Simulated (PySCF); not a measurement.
Compound: C4H13FSi4.
SMILES with atom numbers: `[F:1][Si@@H:2]1[CH2:3][CH2:4][C@H:5]1[CH:6]1[SiH2:7][SiH2:8][SiH2:9]1`

Cartesian coordinates in Å at the GFN2-xTB level; atoms count from 1:
```xyz
22
C4H13FSi4 angstrom
F     -2.3212   -0.9806    2.2597
Si    -1.5793    0.0929    1.2949
C     -2.6862    0.8782   -0.0394
C     -1.7820    0.3150   -1.1584
C     -0.8742   -0.6270   -0.3257
C      0.6127   -0.5745   -0.6480
Si     1.4822    1.1631   -0.5952
Si     3.2086    0.1505    0.6099
Si     1.7290   -1.6530    0.5206
H     -0.8036    0.8819    2.2331
H     -3.6967    0.4746   -0.0809
H     -2.7710    1.9617   -0.0586
H     -1.1872    1.1071   -1.6129
H     -2.3335   -0.1936   -1.9484
H     -1.2138   -1.6626   -0.4516
H      0.7255   -0.9595   -1.6713
H      0.6526    2.1666    0.0893
H      1.6872    1.7088   -1.9468
H      4.5121    0.0069   -0.0538
H      3.5571    0.7000    1.9278
H      0.9891   -1.9930    1.7432
H      2.0819   -2.9441   -0.0882
```

Probes without a nucleus sit at each ring's centroid and 1 Å off its mean plane on both sides; NICS is minus the shielding there, NICSzz its component along the normal. Level: GIAO PBE0/pcSseg-1 (PySCF, non-relativistic, gas phase) on the GFN2-xTB geometry, one conformer.

Rings: 1. Si2–C3–C4–C5; 2. C6–Si7–Si8–Si9.

| set | NICS(0) | NICS(1), two faces | NICS(1)zz, two faces |
| --- | --- | --- | --- |
| P | 1.1 | -1.5 / -0.5 | 5.5 / 6.6 |
| Q | -0.4 | -1.3 / -1.5 | 2.9 / 0.9 |

**Question.** Which set (ppm) belongs to which ring?

**Answer.** P = 2, Q = 1.
- 1 (4-membered ring with Si; formal bonds all single): mean NICS(1)zz 1.9 ppm, near zero. Si2, C3, C4, C5 have four or more neighbours; no verdict on aromaticity is drawn.
- 2 (4-membered ring with 3 Si; formal bonds all single): mean NICS(1)zz 6.0 ppm, deshielded. C6, Si7, Si8, Si9 have four or more neighbours, so the value isn't read as a sign of a π ring current.

**Question.** How do the rings differ in shape?

**Answer.** 
| ring | bond lengths (Å) | rms pucker (Å) | HOMA | nearest outside atom to a NICS(1) probe (Å) |
| --- | --- | --- | --- | --- |
| 1 | 1.903, 1.545, 1.551, 1.908 | 0.06 | – | hydrogen 1.57 |
| 2 | 1.944, 2.336, 2.335, 1.943 | 0.06 | – | hydrogen 1.77 |

On one thread of an Arm Neoverse N1, no GPU (shared host), this took 2.3 min of wall time (with the writing of density and orbital grids) and 1.2 GiB of memory at its peak. This is the whole shielding run at PBE0/pcSseg-1, SCF included.
